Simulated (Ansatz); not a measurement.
Ansatz (a program for electronic structure) input for C₂H₄BF₂N, SMILES C/N=C/B(F)F, B3LYP-D3(BJ)/def2-SVP. 

Ansatz 0.2 input:
```yaml
crystal:
  periodic: [false, false, false]
  atoms:
    - {symbol: C, position_ang: [-2.61181725, 0.21228185, 0.64817886]}
    - {symbol: N, position_ang: [-1.36878413, -0.23522109, 0.12790067]}
    - {symbol: C, position_ang: [-0.30740619, 0.42440697, 0.32058482]}
    - {symbol: B, position_ang: [1.07552649, -0.04245414, -0.23970581]}
    - {symbol: F, position_ang: [2.16450698, 0.67591687, -0.04530509]}
    - {symbol: F, position_ang: [1.26942886, -1.14556688, -0.92304980]}
    - {symbol: H, position_ang: [-3.01344965, -0.58224212, 1.27860206]}
    - {symbol: H, position_ang: [-3.29888870, 0.33337797, -0.19043406]}
    - {symbol: H, position_ang: [-2.54683531, 1.14899965, 1.21850843]}
    - {symbol: H, position_ang: [-0.32705172, 1.36540021, 0.89915975]}
basis:
  gaussian:
    orbitals: def2-SVP
hamiltonian:
  xc: b3lyp
  dispersion: d3bj
relax: {f_tol: 0.002, max_steps: 200}
```

Output:

```
WARN ansatz: RAYON_NUM_THREADS=1 ignored (pool sized by the plan → 1); use --threads N
Functional definition: B3LYP
integrals: 0.06 GiB planned
1162 factors; integrals over basis functions are off by at most 3.0e-4 eV
mean field: 0.40 GiB planned
mean field evaluation 1: about -9728.4858 eV, gradient 5.3e1 eV
mean field evaluation 2: about -9723.5788 eV, gradient 7.3e1 eV
mean field evaluation 4: about -9734.5002 eV, gradient 3.3e0 eV
mean field evaluation 8: about -9734.5849 eV, gradient 6.8e-2 eV
mean field evaluation 16: about -9734.5849 eV, gradient 2.2e-5 eV
mean field -9734.58494537 eV, -357.7393984037 hartree, gradient 2.2e-5 eV, S^2 0.000000; 0 other end points of the search recorded, 0 dependent functions left out
the calculation of the forces begins
reference -9734.58517996 eV, -357.7394070246 hartree; 23, 23 occupied and 81, 81 virtual orbitals, 1162 factors
relax step   1: F+E_penalty+E_count = -9734.86753934 eV  Δ(F+E_penalty+E_count) = +0.000e0 eV  max|allowed force component| = 7.915e-1 eV/Å  Δτ_max = 0.0000 Å  (27 SCF iters, accepted)
these checks for a lower state are left out or cut short: starts, cluster_reference, orbital_swaps, neighbouring_geometries, increment
integrals: 0.06 GiB planned
1162 factors; integrals over basis functions are off by at most 3.1e-4 eV
mean field: 0.40 GiB planned
mean field -9734.62220154 eV, -357.7407675428 hartree, gradient 1.2e-5 eV, S^2 0.000000; 0 other end points of the search recorded, 0 dependent functions left out
the calculation of the forces begins
reference -9734.62243609 eV, -357.7407761621 hartree; 23, 23 occupied and 81, 81 virtual orbitals, 1162 factors
relax step   2: F+E_penalty+E_count = -9734.90426448 eV  Δ(F+E_penalty+E_count) = -3.673e-2 eV  max|allowed force component| = 3.162e-1 eV/Å  Δτ_max = 0.0176 Å  (32 SCF iters, accepted)
these checks for a lower state are left out or cut short: starts, cluster_reference, orbital_swaps, neighbouring_geometries, increment
integrals: 0.06 GiB planned
1162 factors; integrals over basis functions are off by at most 3.1e-4 eV
mean field: 0.40 GiB planned
mean field -9734.62956581 eV, -357.7410381745 hartree, gradient 1.1e-5 eV, S^2 0.000000; 0 other end points of the search recorded, 0 dependent functions left out
the calculation of the forces begins
reference -9734.62980009 eV, -357.7410467842 hartree; 23, 23 occupied and 81, 81 virtual orbitals, 1162 factors
relax step   3: F+E_penalty+E_count = -9734.91192730 eV  Δ(F+E_penalty+E_count) = -7.663e-3 eV  max|allowed force component| = 8.367e-2 eV/Å  Δτ_max = 0.0249 Å  (31 SCF iters, accepted)
these checks for a lower state are left out or cut short: starts, cluster_reference, orbital_swaps, neighbouring_geometries, increment
integrals: 0.06 GiB planned
1162 factors; integrals over basis functions are off by at most 3.2e-4 eV
mean field: 0.40 GiB planned
mean field evaluation 32: about -9734.5650 eV, gradient 1.3e-2 eV
mean field -9734.62750842 eV, -357.7409625669 hartree, gradient 9.0e-6 eV, S^2 0.000000; 0 other end points of the search recorded, 0 dependent functions left out
the calculation of the forces begins
reference -9734.62774272 eV, -357.7409711771 hartree; 23, 23 occupied and 81, 81 virtual orbitals, 1162 factors
relax step   4: F+E_penalty+E_count = -9734.90993936 eV  Δ(F+E_penalty+E_count) = +1.988e-3 eV  max|allowed force component| = 2.215e-1 eV/Å  Δτ_max = 0.0166 Å  (32 SCF iters, rejected (line search))
these checks for a lower state are left out or cut short: starts, cluster_reference, orbital_swaps, neighbouring_geometries, increment
integrals: 0.06 GiB planned
1162 factors; integrals over basis functions are off by at most 3.1e-4 eV
mean field: 0.40 GiB planned
mean field -9734.62995639 eV, -357.7410525283 hartree, gradient 2.4e-5 eV, S^2 0.000000; 0 other end points of the search recorded, 0 dependent functions left out
the calculation of the forces begins
reference -9734.63019070 eV, -357.7410611387 hartree; 23, 23 occupied and 81, 81 virtual orbitals, 1162 factors
relax step   5: F+E_penalty+E_count = -9734.91237255 eV  Δ(F+E_penalty+E_count) = -4.452e-4 eV  max|allowed force component| = 1.150e-2 eV/Å  Δτ_max = 0.0083 Å  (25 SCF iters, accepted)
these checks for a lower state are left out or cut short: starts, cluster_reference, orbital_swaps, neighbouring_geometries, increment
integrals: 0.06 GiB planned
1162 factors; integrals over basis functions are off by at most 3.1e-4 eV
mean field: 0.40 GiB planned
mean field -9734.62996183 eV, -357.7410527280 hartree, gradient 9.5e-6 eV, S^2 0.000000; 0 other end points of the search recorded, 0 dependent functions left out
the calculation of the forces begins
reference -9734.63019612 eV, -357.7410613382 hartree; 23, 23 occupied and 81, 81 virtual orbitals, 1162 factors
relax step   6: F+E_penalty+E_count = -9734.91239721 eV  Δ(F+E_penalty+E_count) = -2.466e-5 eV  max|allowed force component| = 7.019e-3 eV/Å  Δτ_max = 0.0027 Å  (24 SCF iters, accepted)
these checks for a lower state are left out or cut short: starts, cluster_reference, orbital_swaps, neighbouring_geometries, increment
integrals: 0.06 GiB planned
1162 factors; integrals over basis functions are off by at most 3.1e-4 eV
mean field: 0.40 GiB planned
mean field -9734.62996054 eV, -357.7410526805 hartree, gradient 3.9e-6 eV, S^2 0.000000; 0 other end points of the search recorded, 0 dependent functions left out
the calculation of the forces begins
reference -9734.63019483 eV, -357.7410612906 hartree; 23, 23 occupied and 81, 81 virtual orbitals, 1162 factors
relax step   7: F+E_penalty+E_count = -9734.91240183 eV  Δ(F+E_penalty+E_count) = -4.616e-6 eV  max|allowed force component| = 4.929e-3 eV/Å  Δτ_max = 0.0013 Å  (23 SCF iters, accepted)
these checks for a lower state are left out or cut short: starts, cluster_reference, orbital_swaps, neighbouring_geometries, increment
integrals: 0.06 GiB planned
1162 factors; integrals over basis functions are off by at most 3.1e-4 eV
mean field: 0.40 GiB planned
mean field -9734.62995953 eV, -357.7410526437 hartree, gradient 7.7e-6 eV, S^2 0.000000; 0 other end points of the search recorded, 0 dependent functions left out
the calculation of the forces begins
reference -9734.63019382 eV, -357.7410612536 hartree; 23, 23 occupied and 81, 81 virtual orbitals, 1162 factors
relax step   8: F+E_penalty+E_count = -9734.91240654 eV  Δ(F+E_penalty+E_count) = -4.712e-6 eV  max|allowed force component| = 1.931e-3 eV/Å  Δτ_max = 0.0023 Å  (24 SCF iters, accepted)
these checks for a lower state are left out or cut short: starts, cluster_reference, orbital_swaps, neighbouring_geometries, increment
integrals: 0.06 GiB planned
1162 factors; integrals over basis functions are off by at most 3.1e-4 eV
mean field: 0.40 GiB planned
mean field evaluation 64: about -9734.6300 eV, gradient 7.3e-5 eV
mean field -9734.62996236 eV, -357.7410527477 hartree, gradient 7.2e-6 eV, S^2 0.000000; 0 other end points of the search recorded, 0 dependent functions left out
the calculation of the forces begins
reference -9734.63019665 eV, -357.7410613577 hartree; 23, 23 occupied and 81, 81 virtual orbitals, 1162 factors
relax step   9: F+E_penalty+E_count = -9734.91240969 eV  Δ(F+E_penalty+E_count) = -3.152e-6 eV  max|allowed force component| = 2.424e-3 eV/Å  Δτ_max = 0.0022 Å  (24 SCF iters, accepted)
these checks for a lower state are left out or cut short: starts, cluster_reference, orbital_swaps, neighbouring_geometries, increment
integrals: 0.06 GiB planned
1162 factors; integrals over basis functions are off by at most 3.1e-4 eV
mean field: 0.40 GiB planned
mean field -9734.62995034 eV, -357.7410523058 hartree, gradient 7.3e-6 eV, S^2 0.000000; 0 other end points of the search recorded, 0 dependent functions left out
the calculation of the forces begins
reference -9734.63018464 eV, -357.7410609163 hartree; 23, 23 occupied and 81, 81 virtual orbitals, 1162 factors
relax step  10: F+E_penalty+E_count = -9734.91239653 eV  Δ(F+E_penalty+E_count) = +1.316e-5 eV  max|allowed force component| = 1.542e-2 eV/Å  Δτ_max = 0.0017 Å  (24 SCF iters, rejected (line search))
these checks for a lower state are left out or cut short: starts, cluster_reference, orbital_swaps, neighbouring_geometries, increment
integrals: 0.06 GiB planned
1162 factors; integrals over basis functions are off by at most 3.1e-4 eV
mean field: 0.40 GiB planned
mean field -9734.62996794 eV, -357.7410529526 hartree, gradient 7.4e-5 eV, S^2 0.000000; 0 other end points of the search recorded, 0 dependent functions left out
the calculation of the forces begins
reference -9734.63020223 eV, -357.7410615628 hartree; 23, 23 occupied and 81, 81 virtual orbitals, 1162 factors
relax step  11: F+E_penalty+E_count = -9734.91241178 eV  Δ(F+E_penalty+E_count) = -2.091e-6 eV  max|allowed force component| = 9.136e-4 eV/Å  Δτ_max = 0.0009 Å  (20 SCF iters, accepted)
these checks for a lower state are left out or cut short: starts, cluster_reference, orbital_swaps, neighbouring_geometries, increment
integrals: 0.06 GiB planned
1162 factors; integrals over basis functions are off by at most 3.1e-4 eV
mean field: 0.40 GiB planned
mean field -9734.62997368 eV, -357.7410531634 hartree, gradient 1.8e-5 eV, S^2 0.000000; 0 other end points of the search recorded, 0 dependent functions left out
the calculation of the forces begins
reference -9734.63020798 eV, -357.7410617739 hartree; 23, 23 occupied and 81, 81 virtual orbitals, 1162 factors
relax step  12: F+E_penalty+E_count = -9734.91241275 eV  Δ(F+E_penalty+E_count) = -9.651e-7 eV  max|allowed force component| = 6.775e-3 eV/Å  Δτ_max = 0.0050 Å  (24 SCF iters, accepted)
these checks for a lower state are left out or cut short: starts, cluster_reference, orbital_swaps, neighbouring_geometries, increment
integrals: 0.06 GiB planned
1162 factors; integrals over basis functions are off by at most 3.1e-4 eV
mean field: 0.40 GiB planned
mean field -9734.62997499 eV, -357.7410532118 hartree, gradient 1.3e-5 eV, S^2 0.000000; 0 other end points of the search recorded, 0 dependent functions left out
the calculation of the forces begins
reference -9734.63020930 eV, -357.7410618225 hartree; 23, 23 occupied and 81, 81 virtual orbitals, 1162 factors
relax step  13: F+E_penalty+E_count = -9734.91241100 eV  Δ(F+E_penalty+E_count) = +1.750e-6 eV  max|allowed force component| = 7.428e-3 eV/Å  Δτ_max = 0.0030 Å  (23 SCF iters, rejected (line search))
these checks for a lower state are left out or cut short: starts, cluster_reference, orbital_swaps, neighbouring_geometries, increment
integrals: 0.06 GiB planned
1162 factors; integrals over basis functions are off by at most 3.1e-4 eV
mean field: 0.40 GiB planned
mean field -9734.62997381 eV, -357.7410531684 hartree, gradient 5.8e-5 eV, S^2 0.000000; 0 other end points of the search recorded, 0 dependent functions left out
the calculation of the forces begins
reference -9734.63020812 eV, -357.7410617790 hartree; 23, 23 occupied and 81, 81 virtual orbitals, 1162 factors
relax step  14: F+E_penalty+E_count = -9734.91241511 eV  Δ(F+E_penalty+E_count) = -2.364e-6 eV  max|allowed force component| = 6.044e-4 eV/Å  Δτ_max = 0.0005 Å  (20 SCF iters, accepted)
integrals: 0.06 GiB planned
1162 factors; integrals over basis functions are off by at most 3.1e-4 eV
mean field: 0.40 GiB planned
mean field evaluation 96: about -9728.7157 eV, gradient 5.3e1 eV
mean field -9734.62997381 eV, -357.7410531684 hartree, gradient 5.8e-5 eV, S^2 0.000000; 1 other end points of the search recorded, 0 dependent functions left out
the calculation of the forces begins
reference -9734.63020812 eV, -357.7410617790 hartree; 23, 23 occupied and 81, 81 virtual orbitals, 1162 factors
Total energy: -9734.91264941 eV, -357.7514413052 hartree
Atom 0 at    -2.602166     0.202807     0.640851 Å, force     0.000293    -0.000544     0.000604 eV/Å
Atom 1 at    -1.341732    -0.251953     0.114229 Å, force    -0.000298    -0.000118    -0.000118 eV/Å
Atom 2 at    -0.291420     0.440709     0.325959 Å, force    -0.000043     0.000252     0.000100 eV/Å
Atom 3 at     1.088575    -0.041694    -0.241395 Å, force     0.000170    -0.000085     0.000043 eV/Å
Atom 4 at     2.180575     0.675221    -0.023166 Å, force     0.000022    -0.000045    -0.000027 eV/Å
Atom 5 at     1.218563    -1.149367    -0.939961 Å, force     0.000033     0.000037     0.000049 eV/Å
Atom 6 at    -3.021374    -0.582097     1.293296 Å, force     0.000178     0.000270    -0.000349 eV/Å
Atom 7 at    -3.316816     0.318730    -0.191774 Å, force    -0.000277     0.000170    -0.000200 eV/Å
Atom 8 at    -2.543247     1.154883     1.206690 Å, force    -0.000068     0.000069     0.000047 eV/Å
Atom 9 at    -0.335729     1.387659     0.909711 Å, force    -0.000010    -0.000007    -0.000150 eV/Å
Dipole moment:    -0.367825     0.277103     0.241408 e Å
```

The run converged.
